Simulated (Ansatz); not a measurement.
`[SiH3][SiH]1N[SiH2]1`. Total charge 0; spin multiplicity 1. Geometry: relaxed with PBE0-D4/def2-TZVP.

```xyz
11

Si   -0.165   -0.036   -1.721
Si    0.094   -0.830    0.459
N     1.078    0.025    1.552
Si   -0.393    0.927    2.149
H     0.422    1.326   -1.788
H    -1.600    0.004   -2.106
H     0.550   -0.930   -2.675
H     0.033   -2.303    0.639
H     1.922    0.506    1.285
H    -0.731    1.728    0.863
H    -1.210   -0.417    1.343
```

Question: What is the dipole moment at r2SCAN/def2-TZVPP? (An estimate is asked.)

Answer: Computed: 1.96 D, with components (0.92, -0.49, -1.66) D in this frame, pointing from negative to positive charge.

Question: And with PBE, B3LYP, ωB97M-V? (Estimate.)

Answer: Computed: PBE 1.78 D, B3LYP 1.97 D, ωB97M-V 2.12 D.

Question: Give the Mulliken charges with r2SCAN, B3LYP, ωB97M-V in def2-TZVPP. (Best estimate.)

Answer: Ansatz gave: 
```csv
atom,r2SCAN,B3LYP,ωB97M-V
Si1,0.16,0.15,0.05
Si2,0.35,0.33,0.26
N3,-0.38,-0.34,-0.33
Si4,0.15,0.14,0.08
H5,-0.05,-0.04,0.00
H6,-0.05,-0.05,-0.01
H7,-0.06,-0.05,-0.02
H8,-0.07,-0.06,-0.02
H9,0.13,0.11,0.09
H10,-0.13,-0.12,-0.09
H11,-0.05,-0.08,-0.03
```

B3LYP here is the variant with VWN-RPA as its local correlation; programs differ in this.
